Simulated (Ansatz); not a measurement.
`[SiH3]C1[SiH2]S1` → `S[SiH]1C[SiH2]1`  (isomerisation)

Gas-phase electronic energies from Ansatz, PBE0-D4/def2-TZVP geometries. CCSD(T)/CBS adds triple-zeta CCSD(T) − MP2 to the extrapolated MP2 energy (def2 sets, frozen cores). Functionals use def2-TZVPP. HSE06 is defined as in plane-wave codes. Each species was taken in one conformer, which may not be the lowest.

```
             level  ΔE (kJ/mol)  difference from CCSD(T)/CBS
           BLYP-D4         10.7                         -4.5
         r2SCAN-D4          3.3                        -11.9
            B97M-V          3.0                        -12.2
      CAM-B3LYP-D4         12.3                         -2.9
          PBE-QIDH          9.9                         -5.3
            revPBE         -2.5                        -17.7
              BLYP          7.1                         -8.1
            r2SCAN          3.1                        -12.1
             HSE06         -0.3                        -15.5
         CAM-B3LYP         11.2                         -4.0
           LC-ωPBE          5.0                        -10.2
    MP2/def2-TZVPP         21.8                          6.6
SCS-MP2/def2-TZVPP         25.1                          9.9
   CCSD/def2-TZVPP         14.0                         -1.2
    MP2/def2-QZVPP         22.8                          7.6
     MP2/CBS(def2)         23.0                          7.8
       CCSD(T)/CBS         15.2                            0
```

Problem. What do rigid-rotor, harmonic-oscillator terms from PBE0-D4/def2-TZVP frequencies (298.15 K, 1 bar) make of the CCSD(T)/CBS value? (Estimate.)

Solution. Ansatz gave: ΔZPE = +2.3 kJ/mol, ΔH = +19.0 kJ/mol, ΔS = 9 J/(mol·K), ΔG = +16.3 kJ/mol.

Largest T1 diagnostic among the species: 0.013.

From BLYP to BHLYP (50 % exact exchange), in def2-TZVPP and without D4, ΔE moves by +6.7 kJ/mol. Leaving LDA and LC-ωPBE aside and taking each functional with its dispersion term where it has one, the values, not all of them listed here, spread over 17.7 kJ/mol, from PBE-D4 to BHLYP-D4. LDA lies −3.5 kJ/mol from PBE without D4.
